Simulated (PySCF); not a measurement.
`COc1ccpcc1`, C6H7OP

Geometry:
| atom | x (Å) | y (Å) | z (Å) |
| --- | --- | --- | --- |
| C1 | 2.460 | 0.147 | -0.107 |
| O2 | 1.414 | -0.791 | -0.164 |
| C3 | 0.125 | -0.361 | -0.050 |
| C4 | -0.827 | -1.382 | -0.124 |
| C5 | -2.180 | -1.175 | -0.033 |
| P6 | -2.958 | 0.363 | 0.191 |
| C7 | -1.556 | 1.377 | 0.241 |
| C8 | -0.243 | 0.969 | 0.125 |
| H9 | 2.484 | 0.668 | 0.856 |
| H10 | 3.376 | -0.430 | -0.225 |
| H11 | 2.390 | 0.880 | -0.917 |
| H12 | -0.445 | -2.384 | -0.262 |
| H13 | -2.831 | -2.038 | -0.105 |
| H14 | -1.738 | 2.436 | 0.377 |
| H15 | 0.525 | 1.729 | 0.175 |

Method: GIAO B97-2/6-31G magnetisability, rotational g tensor and spin-rotation constants, non-relativistic, gas phase (PySCF 2.14.0). Geometry: GFN2-xTB.

(1) How diamagnetic is it, and how anisotropic?

(2) Split it along the inertial axes a, b, c into diamagnetic and paramagnetic parts about the centre of mass, with the quadrupole moment.

(3) And the rotational g tensor?

## Answers

(1) Isotropic -1371 × 10⁻³⁰ J/T², or -82.6 × 10⁻⁶ cm³/mol; principal values -2151, -1038, -926 × 10⁻³⁰ J/T², anisotropy 1173 × 10⁻³⁰ J/T² (root of half the summed squared differences of the principal values). The susceptibility is in cgs units.

(2) 
```
axis  χ (10⁻⁶ cm³/mol)  diamagnetic (10⁻⁶ cm³/mol)  paramagnetic (10⁻⁶ cm³/mol)  summed x² of all electrons (Å²)  quadrupole Θ (D Å)
   a             -61.7                      -375.5                        313.9                            251.4               -1.06
   b             -56.6                     -1123.6                       1067.0                             75.1               +6.63
   c            -129.5                     -1385.3                       1255.8                             13.4               -5.57
```
Anisotropies 2χaa − χbb − χcc = +62.8 and 2χbb − χaa − χcc = +78.0 × 10⁻⁶ cm³/mol. Θ is traceless in Buckingham's convention.

(3) 
```csv
axis,rotational constant (GHz),g,nuclear part,electronic part
a,4.6023,-0.0680,0.6107,-0.6786
b,1.1362,-0.0219,0.5476,-0.5696
c,0.9166,+0.0168,0.5576,-0.5407
```
Asymmetric top; isotopes 12C, 1H, 16O, 31P; no vibrational averaging.
